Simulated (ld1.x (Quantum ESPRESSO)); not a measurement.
# Ru (Z = 44): one change to a TM potential, before and after

* Element: Ru
* Generator: ld1.x (Quantum ESPRESSO) 7.5
* Type: norm-conserving Troullier–Martins (Kleinman–Bylander form)
* Functional: LDA (PZ)
* Relativity: scalar-relativistic
* Frozen core: [Ar] 3d10 4s2
* Valence charge: 14
* Reference configuration: 4p6 4d7 5s1 5p0
* Partial waves: 5s (bound): rc 2.85 bohr; 4d (bound): rc 1.90 bohr; 4p (bound): rc 1.90 bohr
* Local potential: the p channel
* Core correction: none

Change: all radii scaled by about 0.82 (s 2.34, p 1.56, d 1.56 bohr).

Cutoffs: the cutoffs (Ry, on a coarse ladder) from which the occupation-weighted sum of valence levels, in a spherical-Bessel basis at the reference potential, stays within 10 and 1 mRy of its value at 400 Ry; they do not see the model core or the augmentation charge, which bear on the density cutoff. Errors are all-electron minus pseudo energies relative to the spin-unpolarised reference configuration.

**Question.** Predict the effect on cutoff, ghosts and configuration errors.

**Answer.** The potential gets harder (50 Ry and 60 Ry → 55 Ry and 90 Ry); both files keep a bound ghost (s); of the 9 tests that both files solve, the error grows in 1 and shrinks in 4 by more than 15 % and 0.3 meV (median size 85.5 → 63.6 meV). A smaller radius makes the pseudo-wave follow the all-electron one further in, where it bends more sharply, so more plane waves are needed.

```csv
quantity,base,changed
"cutoff, loose",50 Ry,55 Ry
"cutoff, tight",60 Ry,90 Ry
loose cutoff by channel (10 mRy a level),"s 8 Ry, d 40 Ry, p 25 Ry","s 6 Ry, d 45 Ry, p 25 Ry"
bound ghosts,s,s
"error for 4p6 4d7 5s0 5p0, meV [ΔE 7.61 eV]",-8.9,-9.4
"error for 4p6 4d6 5s0 5p0, meV [ΔE 26.05 eV]",+16,+15
"error for 4p6 4d5 5s0 5p0, meV [ΔE 56.90 eV]",+79,+64
"error for 4p6 4d4 5s0 5p0, meV [ΔE 101.61 eV]",+195,+141
"error for 4p5 4d7 5s1 5p0, meV [ΔE 52.51 eV]",-86,-66
"error for 4p6 4d8 5s0 5p0, meV [ΔE -0.27 eV]",-11,-15
"error for 4p6 4d7 5s0 5p1, meV [ΔE 3.58 eV]",+98,+46
"error for 4p6 4d7 5s1 5p0 (spin-polarised), meV [ΔE -1.65 eV]",+206,+197
"error for 4p6 4d7 5s0 5p0 (spin-polarised), meV [ΔE 6.36 eV]",+188,+179
```

 A true bound ghost makes a file unfit for plane-wave use even where its test errors are small: the radial tests pick states by their node count and pass the ghost by.
